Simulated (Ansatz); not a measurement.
Gas-phase electronic energies from Ansatz, PBE0-D4/def2-TZVP geometries. CCSD(T)/CBS adds triple-zeta CCSD(T) − MP2 to the extrapolated MP2 energy (def2 sets, frozen cores). One conformer a species, not always the lowest.

Reaction (cleavage of the Si–Si bond): `Cl[SiH2][SiH](Cl)Cl` + `CCS` → `CCS[SiH2]Cl` + `Cl[SiH2]Cl`

```csv
species,SCS-MP2/def2-QZVPP energy (Eh)
`Cl[SiH2][SiH](Cl)Cl`,-1959.27230
`CCS`,-477.40305
`CCS[SiH2]Cl`,-1226.87796
`Cl[SiH2]Cl`,-1209.82603
```

Question: Work out ΔE.

Answer: ΔE = (-1226.87796) + (-1209.82603) − (-1959.27230) − (-477.40305) = -0.02864 Eh = -18.0 kcal/mol. CCSD(T)/CBS gives -16.6 kcal/mol.

Largest T1 diagnostic among the species: 0.010.

From PBE to PBE0 (25 % exact exchange), in def2-TZVPP and without D4, ΔE moves by −0.9 kcal/mol.
